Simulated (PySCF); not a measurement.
Compound: C₆H₉F₃O₂.
SMILES with atom numbers: `[CH3:1][O:2][C@@H:3]1[CH2:4][C@:5]1([CH3:6])[O:7][C:8]([F:9])([F:10])[F:11]` (hydrogens: H12, H13, H14 on C1; H15 on C3; H16, H17 on C4; H18, H19, H20 on C6)

Method used: PBE0-D3(BJ)/def2-SVP geometry optimisation, gas phase (PySCF).

Q: What internal coordinates does the optimisation give?

A: 
| bond | length (Å) |
| --- | --- |
| C1–O2 | 1.403 |
| O2–C3 | 1.371 |
| C3–C4 | 1.492 |
| C4–C5 | 1.505 |
| C5–C6 | 1.500 |
| C5–O7 | 1.413 |
| O7–C8 | 1.338 |
| C8–F9, C8–F10 | 1.337 |
| C8–F11 | 1.322 |
| C3–C5 | 1.510 |
| C1–H12, C1–H13, C1–H14 | 1.103 |
| C3–H15 | 1.102 |
| C4–H16 | 1.092 |
| C4–H17 | 1.091 |
| C6–H18, C6–H19, C6–H20 | 1.100 |

Bonds in one row agree within 0.01 Å and their mean is given. A selection of angles:
| angle | degrees |
| --- | --- |
| C1–O2–C3 | 113.3 |
| O2–C3–C4 | 115.9 |
| O2–C3–C5 | 119.5 |
| C4–C3–C5 | 60.2 |
| C3–C4–C5 | 60.5 |
| C4–C5–C6 | 121.3 |
| C4–C5–O7 | 118.4 |
| C6–C5–O7 | 113.2 |
| C3–C5–C4 | 59.3 |
| C3–C5–C6 | 120.5 |
| C3–C5–O7 | 113.7 |
| C5–O7–C8 | 119.3 |
| O7–C8–F9 | 112.9 |
| O7–C8–F11 | 108.1 |
| F9–C8–F10 | 106.7 |
| F9–C8–F11 | 108.5 |

Dihedral angles: C1–O2–C3–C4 152° (antiperiplanar); O2–C3–C4–C5 -111° (anticlinal); C3–C4–C5–C6 -109° (anticlinal); C4–C5–O7–C8 58° (synclinal); C5–O7–C8–F9 43° (synclinal); O2–C3–C5–C4 105° (anticlinal).

Of the pairs four or more bonds apart, F10···H17 is among the closest relative to their van der Waals radii: 2.36 Å, 88 % of the sum of Bondi's values. The C–O distances run from 1.338 Å (O7–C8, drawn single) to 1.413 Å (C5–O7, drawn single), a spread of 0.075 Å. O2 (ether oxygen) is bent (angle 113.3°). The 3-membered ring C3–C4–C5 has internal angles of 59.3° to 60.5°.

Point group: C1 (no symmetry element, even within 0.4 Å). PBE0-D3(BJ)/def2-SVP frequencies: not computed here. The numbers are those of one conformer.
